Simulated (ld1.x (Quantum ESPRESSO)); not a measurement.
## What one change does to a pseudopotential (Bi (Z = 83), RRKJ)

ld1.x (Quantum ESPRESSO) 7.5 input, shortened:

```
&input
   title='Bi', zed=83., rel=1, dft='PBESOL', iswitch=3,
   config='[Xe] 4f14 5d10 6s2 6p3'
 /
 &inputp
   pseudotype=2, tm=.false., rho0=0.005, lloc=2,
   nlcc=.false.
 /
3
6S  1  0   2.00   0.00  1.75  1.75  0.0
5P  2  1   6.00   0.00  1.65  1.65  0.0
5D  3  2  10.00   0.00  1.10  1.10  0.0
 &test
   configts(1)='5p6 5d10 6s2 6p3'
 /
```

Occupied shells without a wave of their own: 6p. They enter only through the test configuration that unscreens the potential.

Change: all radii scaled by about 1.10 (s 1.92, p 1.82, d 1.22 bohr).

Cutoffs: the cutoffs (Ry, on a coarse ladder) from which the occupation-weighted sum of valence levels, in a spherical-Bessel basis at the reference potential, stays within 10 and 1 mRy of its value at 400 Ry; they do not see the model core or the augmentation charge, which bear on the density cutoff. Errors are all-electron minus pseudo energies relative to the spin-unpolarised reference configuration.

How do hardness, ghosts and transferability respond?

The potential gets neither clearly harder nor softer (90 Ry and 120 Ry → 90 Ry and 110 Ry); both files keep a bound ghost (s); of the 7 tests that both files solve, the error grows in 0 and shrinks in 5 by more than 15 % and 0.3 meV (median size 80.1 → 66.0 meV). That the errors move this way runs against the usual rule that smaller radii transfer better.

```csv
quantity,base,changed
"cutoff, loose",90 Ry,90 Ry
"cutoff, tight",120 Ry,110 Ry
loose cutoff by channel (10 mRy a level),"s 21 Ry, p 35 Ry, d 45 Ry","s 30 Ry, p 35 Ry, d 45 Ry"
bound ghosts,s,s
"largest miss of a reference level, eV",0.06,0.05
"error for 5p6 5d10 6s2 6p2, meV [ΔE 7.95 eV]",-80,+66
"error for 5p6 5d10 6s2 6p1, meV [ΔE 23.24 eV]",-213,+156
"error for 5p6 5d10 6s2 6p0, meV [ΔE 46.60 eV]",-415,+262
"error for 5p6 5d10 6s2 6p2.5, meV [ΔE 3.11 eV]",-34,+30
"error for 5p6 5d10 6s1 6p3, meV [ΔE 18.81 eV]",-17,-4.2
"error for 5p6 5d10 6s1 6p0, meV [ΔE 92.07 eV]",-541,+323
"error for 5p6 5d10 6s2 6p3.3, meV [ΔE -1.10 eV]",+16,-14
```

Base: The 6p level has no wave, so the channel is fitted at the deeper level alone: the likely source of the large errors. Changed file: The 6p level has no wave, so the channel is fitted at the deeper level alone: the likely source of the large errors. A true bound ghost makes a file unfit for plane-wave use even where its test errors are small: the radial tests pick states by their node count and pass the ghost by.
